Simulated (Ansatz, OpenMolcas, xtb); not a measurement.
## A ladder of methods for [BF4]− (tetrafluoroborate)

[BF4]−: 5 atoms, total charge -1, spin state singlet. As SMILES, `F[B-](F)(F)F`. The shape is that of a PBE0-D4/def2-TZVPD optimisation.

Each level gives the HOMO–LUMO gap (eV). The values are calculated.

```
             level                    kind     program  value (eV)   CPU time
          GFN1-xTB          semi-empirical         xtb       14.25  under 2 s
    HF/aug-cc-pVDZ            Hartree–Fock  OpenMolcas       15.35       19 s
 SVWN5/aug-cc-pVDZ                     LDA      Ansatz        6.99      2.4 s
  BLYP/aug-cc-pVDZ                     GGA  OpenMolcas        6.62       46 s
r2SCAN/aug-cc-pVDZ                meta-GGA      Ansatz        7.60      5.3 s
 B3LYP/aug-cc-pVDZ           global hybrid  OpenMolcas        8.64       43 s
 HSE06/aug-cc-pVDZ  range-separated hybrid      Ansatz        8.54      4.7 s
B2PLYP/aug-cc-pVDZ           double hybrid  OpenMolcas       11.44       37 s
```

The values span 6.62 to 15.35 eV. Orbital gaps aren't excitation energies, and those of double hybrids come from the SCF part alone; they tend to grow with the share of exact exchange. Times are those of the runs behind each value, whatever else they computed, on shared processors of several kinds: orders of magnitude only.
